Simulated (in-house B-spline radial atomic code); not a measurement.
**TDHF excitations of Rb⁺**

Method: TDHF. Computed with an all-electron radial atomic-structure program (B-spline basis): linear response of the closed shell [Ar] 3d10 4s2 4p6 with bare exchange (time-dependent Hartree-Fock); scalar-relativistic (spin-free one-electron X2C), finite nucleus, no spin-orbit coupling, no double excitations, S, P, D and F terms only; shells from n = 2 respond. Only terms of natural parity with L up to 3 were computed.

Command:
```bash
python run_td.py task.json out
```
Settings (radii: box in bohr, nucleus in fm):
```
Z                        37
electrons                36
configuration            [Ar] 3d10 4s2 4p6
hamiltonian              x2c
method                   hf
box_radius               41.61
rms_radius               4.2036
intervals                75
```

Time taken, with all properties: 3.3 s on 1 thread of Arm Neoverse N1, with other jobs on the host.

The lowest states, in the order of their Tamm-Dancoff energies; the method's threshold (minus the highest occupied level) is 27.467 eV. Labels give the largest channel, * marks a mixed state, and oscillator strengths are full-response dipole values. Energies in eV:

```csv
state,full response,Tamm-Dancoff,oscillator strength
4p → 5s 3P*,16.709,16.746,-
4p → 5s 1P,?,?,?
4p → 4d 3P*,17.580,17.643,-
4p → 4d 3F,?,?,-
4p → 5p 3S,18.968,19.010,-
4p → 4d 1F,19.079,19.121,-
4p → 5p 3D,19.645,19.670,-
4p → 5p 1D,19.888,19.894,-
4p → 5p 1S,20.551,20.634,-
4p → 4d 1P,21.056,21.275,2.04
4p → 6s 3P,22.506,22.512,-
4p → 6s 1P,22.633,22.637,0.131
4p → 5d 3P,22.968,22.977,-
4p → 5d 3F,23.034,23.064,-
4p → 6p 3S,23.247,23.258,-
4p → 5d 1F,23.257,23.265,-
```

(1) Where does 4p → 5s 1P lie?

(2) Where does 4p → 4d 3F lie?

(3) How large is the singlet-triplet splitting of 4p → 5s (P terms) in Tamm-Dancoff?

(4) What polarisabilities and dispersion coefficient does the method give?

Results:

(1) At 17.385 eV in full response, 17.396 eV in Tamm-Dancoff, oscillator strength 0.536.

(2) At 17.673 eV in full response, 17.932 eV in Tamm-Dancoff.

(3) 0.651 eV, from the unrounded values.

(4) Dipole 9.067 bohr³, quadrupole 35.35 bohr⁵, C6 54.92 hartree·bohr⁶ for two such species.
